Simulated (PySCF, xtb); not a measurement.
B(Cl)2(NH2) (BCl2H2N), SMILES NB(Cl)Cl. The values are those of a single conformer.

Harmonic wavenumbers (cm⁻¹) from xtb 6.7.1 with GFN2-xTB at its own minimum, in rising order: 235, 285, 406, 501, 511, 583, 655, 945, 1308, 1496, 3493, 3531.

Problem. What does ωB97X-D3(BJ)/def2-SVP (PySCF) give at its own minimum? (The exact figures need the calculation; the answer reports its results.)

Solution. 266, 323, 466, 552, 572, 575, 796, 1103, 1375, 1598, 3642, 3753. Paired by order, the mean absolute difference is 91 cm⁻¹ and the zero-point energies are 19.9 and 21.5 kcal/mol.
